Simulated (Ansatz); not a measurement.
VH₄⁻. Total charge -1; triplet. Geometry PBE0-D4/def2-TZVP, that of the neutral doublet; atoms count from 1.

```xyz
5

V     0.000    0.000    0.000
H    -0.818   -1.392   -0.252
H    -1.107    0.924    0.768
H     0.554    0.677   -1.380
H     1.371   -0.209    0.864
```

Estimate the Mulliken populations from the PBE0/def2-TZVPD orbitals of Ansatz.


```tsv
atom	charge (e)	spin (α − β)	d electrons
V1	-0.57	2.42	3.58
H2	-0.11	-0.11	–
H3	-0.11	-0.11	–
H4	-0.11	-0.11	–
H5	-0.11	-0.11	–
```
Mulliken values depend strongly on the basis. With diffuse functions, as here, like atoms can get unlike values, and bond orders can come out too low or too high.

Where does the spin sit?

Summed by element: V 2.42, H -0.42, of 2 unpaired in all. Largest on single atoms: V1 2.42, H2 -0.11, H3 -0.11.
